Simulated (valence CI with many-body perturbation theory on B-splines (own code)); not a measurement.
**Te XXII: fill in the table**

Calculated by configuration interaction combined with many-body perturbation theory (CI+MBPT): three valence electrons over a frozen Dirac-Fock core [Ar] 3d10, a basis of 11 s, 11 p, 9 d, 7 f, 5 g, 2 h, 1 i functions for each j, with the one-electron correlation potential Σ1, the two-electron term Σ2, the three-electron term Σ3, Breit, model QED; selected CI, second order for the rest (own B-spline code, finite nucleus).

No measured spectrum was set against this ion. As an estimate, levels hold to about 250 cm⁻¹ or 0.2 % of their energy and the worst to 1 %, as in measured heavy ions of charge 2 to 7; those with d or f electrons hold less well.

| Level | E (eV) |
| --- | --- |
| 4s²4p ²P°_1/2 | 0.00 |
| 4s²4p ²P°_3/2 | 13.86 |
| 4s4p² ⁴P_1/2 | ? |
| 4s4p² ⁴P_3/2 | ? |
| 4s4p² ⁴P_5/2 | 57.76 |
| 4s4p² ²D_3/2 | 64.52 |
| 4s4p² ²P_1/2 | ? |
| 4s4p² ²D_5/2 | 71.31 |
| 4s4p² ²S_1/2 | ? |
| 4s4p² ²P_3/2 | 83.38 |
| 4s²4d ²D_3/2 | ? |
| 4s²4d ²D_5/2 | 101.01 |
| 4p³ ²P°_3/2 [a] | 113.06 |
| 4p³ ⁴S°_3/2 | ? |
| 4p³ ²D°_5/2 | 123.89 |
| 4p³ ²P°_1/2 | 130.75 |
| 4s4p4d ⁴F°_3/2 | 133.53 |
| 4s4p4d ⁴F°_5/2 | 136.06 |
| 4p³ ²P°_3/2 [b] | 140.35 |
| 4s4p4d ⁴F°_7/2 | 140.38 |

Names give the largest LS component (configuration and term), which can be under half, so a name can repeat, a term be missing and a line seem to break the LS rules; names also repeat where a configuration has a term twice. Letters in brackets count levels of one name in rising energy.

(1) The levels stand in rising order. What does the calculation give for the missing energies?

Results:

(1) 4s4p² ⁴P_1/2 45.08; 4s4p² ⁴P_3/2 53.90; 4s4p² ²P_1/2 68.55; 4s4p² ²S_1/2 82.39; 4s²4d ²D_3/2 98.56; 4p³ ⁴S°_3/2 123.20.
